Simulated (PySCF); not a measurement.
An element was calculated at PBE (PySCF 2.14, ECP, a triple-zeta basis, no spin-orbit coupling), in the ground configurations that NIST lists.

```
electron affinity          : 2.109 eV
first ionisation energy    : 9.341 eV
second ionisation energy   : 19.122 eV
third ionisation energy    : 31.102 eV
polarisability of the atom : 38.8 bohr³
```

Task: Which element is it?

Result: Platinum (Pt, Z = 78), in aug-cc-pwCVTZ-PP with ECP60MDF. NIST lists 8.959, 18.56 ± 0.12, 29 ± 1.6 eV for these ionisation energies.
